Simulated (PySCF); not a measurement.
**Telling isomers of C$_{7}$H$_{8}$F$_{2}$O apart by NMR**

Fast rotation and ring inversion assumed for equivalent nuclei, gas phase, one conformer, relativity neglected. Coordinates at the GFN2-xTB level; σ from GIAO-PBE0/pcSseg-1; PySCF 2.14.0 with density-fitted response routines.

Chemical shifts δ = σref − σ; ¹H, ¹³C vs TMS, all at this level. Splittings of carbon signals by F and P are missing where no couplings were computed. Where no couplings were computed, multiplicities follow the n + 1 count of equivalent neighbours, and m marks all less simple cases (inequivalent or close neighbours, rings, F or P nearby). Shifts are as computed. Against solution values, carbons near 30 ppm lie about +3 ppm off and those near 130 ppm about +5 ppm. Of 1309 compounds with measured shifts, 239 miss one by over three times the rms of a fit or turn the order of signals round; such compounds aren't used in these exercises.

(1) Tabulate the signals of `FC(F)OCC1=CC=CC1`, `FC/C(F)=C1/CC=CCO1` and their relative energies.

(2) What is the quickest way to tell FC(F)OCC1=CC=CC1 from FC/C(F)=C1/CC=CCO1?

Answers

(1) 
```json
{"SMILES": "FC(F)OCC1=CC=CC1", "carbon types": "1×C 4×CH 2×CH2", "δC": "150.5, 140.2, 139.4, 134.4, 123.2, 65.5, 44.3", "δH": "6.84 (m, 1H), 6.79 (m, 1H), 6.67 (m, 1H), 6.65 (m, 1H), 5.26 (s, 2H), 2.91 (m, 2H)", "E rel. (kcal/mol)": "0.0"}
{"SMILES": "FC/C(F)=C1/CC=CCO1", "carbon types": "2×C 2×CH 3×CH2", "δC": "153.2, 149.5, 136.5, 136.3, 80.7, 67.5, 26.9", "δH": "6.58 (m, 1H), 6.46 (m, 1H), 5.47 (m, 2H), 4.70 (m, 2H), 3.25 (m, 2H)", "E rel. (kcal/mol)": "21.9"}
```

Energies are electronic energies at PBE0/pcSseg-1 on these geometries, without zero-point or thermal terms, each for the one conformer computed, which needn't be the lowest.

(2) Both give the same number of carbon signals, but DEPT or the intensities differ. The first has an allylic sp3 CH2 at 44.3 ppm, the second an allylic sp3 CH2 at 26.9 ppm. Their most deshielded carbons lie at 150.5 and 153.2 ppm.
